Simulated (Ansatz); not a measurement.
The cluster PAu₄⁻. The state is a singlet with charge -1. Geometry B3LYP-D4/def2-SVPD; atoms count from 1.

```xyz
5

P    -1.5125    0.4882    0.4973
Au    2.1607   -0.1077   -1.8965
Au   -0.9072   -0.7326    2.3627
Au   -0.4399   -0.9951   -1.0633
Au    0.6989    1.3472    0.0999
```

In the def2 sets Au takes a core potential; there is no spin–orbit coupling. The restricted singlet is unstable towards broken spin symmetry in Hartree–Fock (as tested in another run); at PBE0-D4/def2-TZVPD this wasn't settled. No other spin state of charge -1 was run. Another isomer (singlet) lies 0.60 eV lower at PBE0-D4/def2-TZVPD; other spin states weren't run for this one.

(1) Estimate the Mulliken populations from the PBE0/def2-TZVPD orbitals of Ansatz.

(2) And the Mayer bond orders between bonded heavy atoms (over 0.3)?

Results:

(1) 
| atom | charge (e) | d electrons |
| --- | --- | --- |
| P1 | -0.26 | – |
| Au2 | -0.45 | 9.86 |
| Au3 | -0.18 | 9.69 |
| Au4 | -0.05 | 9.71 |
| Au5 | -0.05 | 9.71 |
Mulliken values and Mayer orders depend strongly on the basis. With diffuse functions, as here, like atoms can get unlike values, and bond orders can come out too low or too high.

(2) P1–Au3 1.17 (2.31 Å); P1–Au4 0.92 (2.41 Å); P1–Au5 0.92 (2.41 Å); Au2–Au4 0.54 (2.87 Å); Au2–Au5 0.54 (2.87 Å).
